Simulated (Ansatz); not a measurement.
`CC(C)[CH2][GeH3]`, charge 0, multiplicity 1.

Problem. Give a relaxed structure at PBE0-D4/def2-TZVP (the Gaussian-basis code of Ansatz). (Estimate.)

Solution. The calculation gave: 
Cartesian coordinates in Å:
```
C -0.281 0.799 -1.322
C -0.600 -0.230 -0.248
C -2.042 -0.085 0.220
C 0.358 -0.135 0.938
Ge 2.246 -0.473 0.523
H 0.725 0.670 -1.729
H -0.986 0.730 -2.154
H -0.344 1.813 -0.915
H -0.491 -1.228 -0.693
H -2.743 -0.191 -0.612
H -2.204 0.900 0.669
H -2.295 -0.838 0.971
H 0.072 -0.857 1.709
H 0.286 0.856 1.400
H 2.896 0.708 -0.220
H 3.034 -0.710 1.825
H 2.370 -1.728 -0.363
```
This is one stationary point; other conformers may exist.
